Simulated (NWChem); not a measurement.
System: CH₄F₂Si; SMILES FC[SiH2]F

Input file for NWChem:

```
start job
memory heap 200 mb stack 900 mb global 1100 mb
geometry units angstroms noautosym nocenter noautoz
  F      0.632626    -1.805542     0.242996
  C     -0.195285    -1.050973    -0.558889
  Si    -0.457393     0.672583     0.163188
  F      0.914945     1.535341     0.040693
  H      0.236063    -0.987891    -1.574913
  H     -1.173099    -1.560448    -0.658006
  H     -0.820253     0.579339     1.601958
  H     -1.511943     1.365968    -0.629888
end
basis spherical
  F library 6-311g**
  C library 6-311g**
  Si library 6-311g**
  H library 6-311g**
end
dft
  xc m06-2x
  iterations 150
end
cosmo
  do_cosmo_smd true
  solvent water
end
task dft energy
```

Coordinates come from a PBE0/def2-SVP optimisation. Solvent: water.

Solvent water, SMD (1 M gas to 1 M solution), gas-phase geometry. Reactions with the solvent are ignored.

Give the results of this calculation. (M06-2X/6-311G** (spherical d), SMD on the gas-phase geometry.) Quantities: basis functions; solvation free energy (kcal/mol); cavity-dispersion-structure term (kcal/mol); dipole in solution (D).


```yaml
number_of_basis_functions: 104
solvation free energy (kcal/mol): -1.5
cavity-dispersion-structure term (kcal/mol): 3.7
dipole in solution (D): 3.22
```
